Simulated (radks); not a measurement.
Results of a calculation; reference values are marked as such.
Ionisation of Xe3+, [Kr] 4d10 5s2 5p3, to Xe4+, [Kr] 4d10 5s2 5p2, under several functionals. Scalar-relativistic Kohn-Sham, spin-polarised, spherical densities, finite nucleus; open shells are filled with parallel spins first (spin-orbit coupling, left out, can overturn this in heavy ions); a radial shooting solver on a logarithmic mesh with Libxc functionals. Known Delta-SCF values: XLYP 43.099 eV; LDA (Slater exchange, VWN5 correlation) 43.498 eV; r2SCAN 43.863 eV. What does AM05 give, and what is its highest occupied eigenvalue?

Answer. 43.382 eV by Delta-SCF; the 5p eigenvalue is -38.068 eV. NIST: 42.2 eV (measured).
